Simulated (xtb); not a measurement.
C2H6BFO2, SMILES C[C@@H](F)B(O)O. All values are semi-empirical tight-binding results from xtb (GFN2-xTB unless named), good for trends rather than for accurate numbers. The structure is a stationary point at GFN2-xTB. The structure was generated by enumeration; whether it is a known compound was not checked. One conformer was computed; it need not be the lowest.

| Property | Value |
|---|---|
| orbital gap | 6.55 eV |
| dipole moment | 2.71 D |
| zero-point energy | 55.7 kcal/mol |
| G − E(el) at 298.15 K (modified RRHO) | 36.2 kcal/mol |
| static polarisability (D4 model) | 49.8 bohr³ |
| solvation energy, GFN2-xTB/ALPB(water) | -9.4 kcal/mol |
| solvation energy, GFN2-xTB/ALPB(hexane) | -4.6 kcal/mol |

Computed IR lines (harmonic; lines under 4 % of the strongest left out, lines within 3 cm⁻¹ merged):
ν (cm⁻¹): 347 (w), 414 (w), 461 (w), 496 (w), 615 (s), 711 (w), 931 (s), 977 (m), 1000 (w), 1066 (w), 1108 (m), 1213 (vs), 1261 (m), 1286 (w), 1366 (vs), 2894 (w), 3030 (w), 3044 (w), 3597 (w), 3655 (w) (against the strongest line: vs over 80 %, s over 45 %, m over 15 %, w over 4 %, vw less)
